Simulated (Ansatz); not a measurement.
Ansatz (a first-principles code) input:

Ansatz 0.2 input:
```yaml
crystal:
  periodic: [false, false, false]
  atoms:
    - {symbol: Zr, position_ang: [-0.28359222, -0.00722712, -0.07186266]}
    - {symbol: F, position_ang: [1.54631172, 0.03940653, 0.39183755]}
    - {symbol: H, position_ang: [-1.26605758, 0.71713772, 1.31981946]}
    - {symbol: H, position_ang: [-0.77781125, -1.76823986, -0.35700022]}
    - {symbol: H, position_ang: [-0.52924781, 0.98552830, -1.61485059]}
basis:
  gaussian:
    orbitals: def2-SVPD
magnetization: {spin_polarized: false}
correlation: {method: ccsd_t, electrons: outside_noble_gas}
output: {forces: true}
```

Question: What final total energy does it print?

Answer: -148.00171 Eh (CCSD(T)/def2-SVPD). The basis has 81 functions.
